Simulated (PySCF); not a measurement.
## Working out the ionisation energy of Fe

Fe [Ar] 3d6 4s2 (5D) → Fe⁺ [Ar] 3d6 4s1 (6D). Computed with PySCF 2.14 in cc-pVDZ-DK (6s5p3d1f, 43 functions), with the spin-free X2C one-electron Hamiltonian (Gaussian nucleus). Frozen: [Ar]. Energies in hartree (1 hartree = 27.21139 eV):

```
             part    Fe (lower)   Fe⁺ (upper)
              UHF  -1271.345052  -1271.108387
MP2 opposite-spin     -0.079212     -0.045359
    MP2 same-spin     -0.072959     -0.071724
```

**Question.** What does Hartree-Fock give?

**Answer.** (-1271.108387) − (-1271.345052) = 0.236665 hartree = 6.440 eV.

**Question.** What do MP2 and SCS-MP2 (6/5 opposite-spin, 1/3 same-spin) give?

**Answer.** The opposite-spin parts differ by 0.921 eV and the same-spin parts by 0.034 eV. MP2: 6.440 + (0.921) + (0.034) = 7.395 eV. SCS-MP2: 6.440 + 1.2 × (0.921) + (0.034)/3 = 7.557 eV.

Measured between the centres of the two terms (NIST): 7.904 eV, so MP2 (valence) is off by -0.509 eV.

A double-zeta basis recovers only part of the correlation energy.

What remains against the reference includes basis incompleteness, the frozen core and correlation beyond second order.
